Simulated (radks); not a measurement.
Effect of the nuclear size on the holmium ion Ho+, [Xe] 4f11 6s1. All-electron calculation, Dirac Kohn-Sham, PBE, spin-unpolarised, spherical densities, finite nucleus; open shells are shared between the two j in proportion to 2j + 1; Fermi nuclear charge, rms radius 5.2022 fm. Program: a radial shooting solver on a logarithmic mesh with Libxc functionals. The rms radius is varied about that value; shifts are against it.

| rms radius (fm) | total energy shift (eV) | density at nucleus (e/bohr^3) | 1s1/2 shift (meV) | 2s1/2 shift (meV) | 4p1/2 shift (meV) | 5s1/2 shift (meV) | 5p1/2 shift (meV) | 6s1/2 shift (meV) | 6p1/2 (empty) shift (meV) |
|---|---|---|---|---|---|---|---|---|---|
| 4.6196 | -6.06 | 8.326e+05 | -2490 | -329 | 0.179 | -2.57 | 0.163 | -0.211 | 0.059 |
| 4.838 | -3.85 | 8.219e+05 | -1580 | -209 | 0.113 | -1.63 | 0.104 | -0.134 | 0.038 |
| 5.2022 | 0 | 8.054e+05 | 0.000 | 0.000 | 0.000 | 0.000 | 0.000 | 0.000 | 0.000 |
| 5.6184 | 4.64 | 7.882e+05 | 1900 | 252 | -0.136 | 1.97 | -0.125 | 0.161 | -0.045 |
| 5.8785 | 7.67 | 7.782e+05 | 3150 | 417 | -0.224 | 3.26 | -0.206 | 0.267 | -0.075 |

Slopes of the eigenvalues against <r^2> in GHz/fm^2, as finite differences over the two radii next to the reference (eigenvalue slopes, not the field-shift constants of lines): 1s1/2 103000, 2s1/2 13700, 4p1/2 -7.39, 5s1/2 107, 5p1/2 -6.77, 6s1/2 8.74, 6p1/2 (empty) -2.46.
